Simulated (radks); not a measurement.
Polarisability of the mercury ion Hg2+, [Xe] 4f14 5d10, at imaginary frequency. Method: non-relativistic Kohn-Sham, exchange-only LDA, spin-polarised, spherical densities, point nucleus; relativity is left out, which matters for an element this heavy; computed with a radial shooting solver on a logarithmic mesh with Libxc functionals. Response by self-consistent Sternheimer equations with the Hartree and adiabatic exchange-only LDA kernel.

w (hartree),alpha1(iw) (bohr^3),alpha2(iw) (bohr^5)
0.00266,7.533,34.17
0.0143,7.531,34.14
0.0360,7.520,33.98
0.0697,7.485,33.47
0.118,7.397,32.28
0.186,7.211,30.06
0.280,6.862,26.73
0.413,6.287,22.68
0.605,5.456,18.48
0.892,4.403,14.39
1.35,3.212,10.40
2.12,2.023,6.621
3.59,1.032,3.402
6.94,0.3948,1.219
17.5,0.09847,0.2323

Static values: alpha1 = 7.533 bohr^3 (1.116 angstrom^3; uncoupled 12.06), alpha2 = 34.17 bohr^5, alpha3 = 191.5 bohr^7. C6 = 48.71, C8 = 887.8, triple-dipole C9 = 252.7 atomic units. One-pole (London) frequency 4 C6 / (3 alpha1^2) = 1.144 hartree, against 1.040 for minus the highest occupied eigenvalue. The dipole shielding factor is 0.975, as the force sum rule N/Z = 0.975 demands.
